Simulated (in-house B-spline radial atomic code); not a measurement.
Checks on a self-consistent run for Hf³⁺, [Ne] 3s2 (3p1/2)2 (3p3/2)3 3d10 4s2 (4p1/2)1 (4p3/2)4 4d10 4f14 5s2 5p6 5d1 6s2. Computed with a B-spline radial code for spherical atoms: Dirac-Hartree-Fock, average of the jj configuration, Fermi nucleus of rms radius 5.347 fm.

```
orbital    q       ε (Eh)     <1/r>         <r²>  small-component weight
  1s1/2    2  -2421.69403    83.782  0.000494911                0.073353
  2s1/2    2   -422.55218   20.3401   0.00756177                0.016589
  2p1/2    2   -403.01617   20.2619   0.00543683                0.016602
  2p3/2    4   -358.96307   17.2211   0.00664775                0.015071
  3s1/2    2   -100.55342    7.4995    0.0491078               0.0054789
  3p1/2    2    -92.12733   7.39664    0.0453604               0.0053986
  3p3/2    3    -82.60703   6.60917    0.0522911               0.0049617
  3d3/2    4    -68.24492   6.50211    0.0403031               0.0048444
  3d5/2    6    -66.03365   6.31774    0.0420814               0.0047272
  4s1/2    2    -23.00640   3.14146     0.243085               0.0017815
  4p1/2    1    -19.62147   3.02693     0.254415               0.0016911
  4p3/2    4    -17.21983   2.79825     0.284363                0.001581
  4d3/2    4    -11.18905   2.56144     0.312009               0.0013578
  4d5/2    6    -10.89679   2.50043       0.3234               0.0013181
  4f5/2    6     -3.35954   2.09601     0.433486              0.00096886
  4f7/2    8     -3.31094   2.07013     0.443134              0.00095028
  5s1/2    2     -4.62626   1.22058      1.34216              0.00039451
  5p1/2    2     -3.38880   1.11748      1.60911              0.00034489
  5p3/2    4     -3.04324   1.02208      1.83853              0.00029669
  5d3/2  0.4     -1.57334  0.773274      3.14036              0.00017537
  5d5/2  0.6     -1.54474  0.754774      3.26311               0.0001674
  6s1/2    2     -1.20306  0.481754      7.71836              7.6549e-05
```

Electron-electron repulsion V_ee = 5435.7756 hartree.

(1) What total energy follows from the eigenvalues?

(2) Does the Dirac virial theorem hold?

(3) What diamagnetic shielding (Lamb formula) and susceptibility (Langevin formula) do the radii give?

## Answers

(1) The eigenvalues count the repulsion twice, so E = Σqε - V_ee = -9556.202 - 5435.776 = -14991.978 hartree; the run printed -14991.978.

(2) For a point nucleus E = -2c²Σq·w, with w the small-component weight. Here Σq·w = 0.39908 and c = 137.0360, so the ratio E/(-2c²Σq·w) is 1.000233; the finite nucleus accounts for the departure from 1.

(3) σ = (α²/3)Σq<1/r> = 516.566/(3·137.036²) = 9169.3 ppm, and χ = -0.79199×10⁻⁶·Σq<r²> = -34.79×10⁻⁶ cm³/mol with Σq<r²> = 43.933 bohr². Both are non-relativistic formulas without the paramagnetism of open shells; for so heavy an element the full relativistic shielding is larger by tens of per cent.
